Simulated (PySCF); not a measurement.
Computed shifts of a molecule C₄H₇F, PBE/pcSseg-1 (PySCF), GIAO, gas phase, atoms alike by connectivity averaged where their shifts nearly agree, in ppm (number of nuclei): ¹³C: 82.7 (1), 27.2 (1), 18.8 (2). ¹⁹F: -217.3 (1). ¹H: 2.04 (3), 1.51 (2), 0.98 (2). References: ¹³C against TMS (σ = 182.0 ppm); ¹⁹F against CFCl3 (σ = 133.6 ppm); ¹H against TMS (σ = 31.49 ppm), references at their B3LYP-D3(BJ)/def2-TZVP geometries, non-relativistic. The structure is a stationary point at PBE-D3(BJ)/def2-SVP. One conformer was computed; it need not be the lowest.

**Question.** Pick the molecule that these values belong to.
A. C/C=C(\C)F
B. CC/C=C\F
C. CC1(F)CC1
D. C=C[C@H](C)F

**Answer.** C, CC1(F)CC1
